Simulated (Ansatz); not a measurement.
C2H7AlTe, SMILES `[CH3][Al]([CH3])[TeH]`. Charge 0, multiplicity 1. Te takes the def2 core potential. Geometry: relaxed with PBE0-D4/def2-TZVP.

```xyz
11

C     1.064    1.163    0.625
Al    0.038   -0.293   -0.170
C    -1.910   -0.386   -0.126
Te    1.242   -2.196   -1.349
H     0.778    1.312    1.671
H     0.855    2.103    0.104
H     2.142    0.993    0.588
H    -2.350    0.513   -0.571
H    -2.269   -0.432    0.908
H    -2.311   -1.252   -0.657
H     2.723   -1.525   -1.023
```

(1) What is the dipole moment at r2SCAN/def2-TZVPP? (An estimate is asked.)

(2) And with PBE, B3LYP, ωB97M-V? (An estimate is asked.)

(3) Give the Mulliken charges with r2SCAN, B3LYP, PBE in def2-TZVPP. (An estimate is asked.)

## Answers

(1) Ansatz gave: 1.52 D, with components (-0.58, 1.20, 0.73) D in this frame, pointing from negative to positive charge.

(2) Ansatz gave: PBE 1.43 D, B3LYP 1.49 D, ωB97M-V 1.65 D.

(3) The calculation gave: 
| atom | r2SCAN | B3LYP | PBE |
| --- | --- | --- | --- |
| C1 | -0.38 | -0.43 | -0.42 |
| Al2 | 0.55 | 0.49 | 0.44 |
| C3 | -0.39 | -0.44 | -0.43 |
| Te4 | -0.16 | -0.14 | -0.15 |
| H5 | 0.07 | 0.09 | 0.10 |
| H6 | 0.07 | 0.09 | 0.10 |
| H7 | 0.07 | 0.10 | 0.10 |
| H8 | 0.07 | 0.09 | 0.10 |
| H9 | 0.07 | 0.09 | 0.10 |
| H10 | 0.07 | 0.09 | 0.10 |
| H11 | -0.02 | -0.03 | -0.02 |

B3LYP here is the variant with VWN-RPA as its local correlation; programs differ in this.
